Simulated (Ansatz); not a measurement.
Correlation energies of C3H6SSi (`C=C1C[SiH2]S1`) by basis set

Cartesian coordinates in Å:
```
C 0.912 0.435 -1.776
C 0.421 -0.070 -0.653
C -0.778 0.403 0.145
Si -0.314 -0.645 1.637
S 1.115 -1.447 0.253
H 1.799 0.030 -2.248
H 0.423 1.278 -2.252
H -0.827 1.487 0.260
H -1.711 0.059 -0.309
H -1.322 -1.608 2.152
H 0.282 0.078 2.790
```

The species carries charge 0 and has multiplicity 1. The structure was optimised at the PBE0-D4/def2-TZVP level. Frozen core, restricted reference, Ansatz. CBS rows extrapolate triple and quadruple zeta; past MP2 they add the triple-zeta difference.

```tsv
basis	HF (Eh)	MP2 corr.	CCSD corr.	(T)	CCSD(T) total
def2-TZVPP	-803.61476	-0.78239	-0.83115	-0.04057	-804.48648
def2-QZVPP	-803.63987	-0.83810	–	–	–
CBS(def2)	-803.64333	-0.87936	-0.92812	as TZ	-804.61202
```
